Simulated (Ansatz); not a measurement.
A run on C₂H₇ClSSi (`CS[SiH](C)Cl`) with other settings.

```yaml
crystal:
  periodic: [false, false, false]
  atoms:
    - {symbol: C, position_ang: [-0.755630, 2.244692, -0.284909]}
    - {symbol: S, position_ang: [0.495893, 1.058615, -0.854795]}
    - {symbol: Si, position_ang: [-0.076083, -0.632321, 0.277562]}
    - {symbol: C, position_ang: [1.043073, -2.043231, -0.160294]}
    - {symbol: Cl, position_ang: [0.059876, -0.241184, 2.304424]}
    - {symbol: H, position_ang: [-1.761704, 1.883474, -0.497125]}
    - {symbol: H, position_ang: [-0.644070, 2.437285, 0.781339]}
    - {symbol: H, position_ang: [-0.586096, 3.168934, -0.835882]}
    - {symbol: H, position_ang: [-1.511307, -0.932400, 0.049560]}
    - {symbol: H, position_ang: [0.779349, -2.927100, 0.424338]}
    - {symbol: H, position_ang: [2.082841, -1.786493, 0.051354]}
    - {symbol: H, position_ang: [0.950761, -2.285673, -1.221572]}
basis:
  gaussian: {orbitals: aug-cc-pVDZ, final_grid: {core_spheres: 8, valence_spheres: 7, degree: 23}}
hamiltonian: {xc: {name: PBE}, dispersion: d4}
accuracy: high
output: {forces: true}
```

```sh
$ ansatz run in.yaml --threads 4 --pin off --events-out ev --progress --plain --max-ram 10444MiB
```

It prints (some lines left out):

```
Functional definition: PBE
3819 factors; integrals over basis functions are off by at most 3.8e-9 eV
mean field evaluation 1: about -33393.8118 eV, gradient 8.1e1 eV
mean field evaluation 2: about -33372.1457 eV, gradient 1.1e2 eV
mean field evaluation 4: about -33409.5459 eV, gradient 7.1e0 eV
mean field evaluation 8: about -33409.6836 eV, gradient 4.4e-1 eV
mean field evaluation 16: about -33409.6842 eV, gradient 8.3e-5 eV
mean field -33409.68417170 eV, -1227.7832474128 hartree, gradient 5.8e-8 eV, S^2 0.000000; 0 other end points of the search recorded, 0 dependent functions left out
reference -33409.68418239 eV, -1227.7832478057 hartree; 33, 33 occupied and 157, 157 virtual orbitals, 3819 factors
Total energy: -33410.01067104 eV, -1227.7952460420 hartree
Atom 0 at    -0.755630     2.244692    -0.284909 Å, force    -0.045844     0.023879     0.023966 eV/Å
Atom 1 at     0.495893     1.058615    -0.854795 Å, force     0.571523     0.144469    -0.529499 eV/Å
Atom 2 at    -0.076083    -0.632321     0.277562 Å, force    -0.120005    -0.275858    -0.327387 eV/Å
Atom 3 at     1.043073    -2.043231    -0.160294 Å, force     0.003427    -0.002143    -0.006413 eV/Å
Atom 4 at     0.059876    -0.241184     2.304424 Å, force     0.047672     0.166601     0.858676 eV/Å
Atom 5 at    -1.761704     1.883474    -0.497125 Å, force    -0.456803    -0.142576    -0.093761 eV/Å
Atom 6 at    -0.644070     2.437285     0.781339 Å, force     0.039965     0.109212     0.473701 eV/Å
Atom 7 at    -0.586096     3.168934    -0.835882 Å, force     0.056810     0.409633    -0.228687 eV/Å
Atom 8 at    -1.511307    -0.932400     0.049560 Å, force    -0.393333    -0.067052    -0.056185 eV/Å
Atom 9 at     0.779349    -2.927100     0.424338 Å, force    -0.100001    -0.359014     0.235009 eV/Å
Atom 10 at     2.082841    -1.786493     0.051354 Å, force     0.431770     0.094739     0.084500 eV/Å
Atom 11 at     0.950761    -2.285673    -1.221572 Å, force    -0.035181    -0.101890    -0.433921 eV/Å
Dipole moment:    -0.128398    -0.040836    -0.194439 e Å
```

Run time 10 s (4 threads of an Arm Neoverse V1 on a shared host); peak host memory 0.97 GiB.
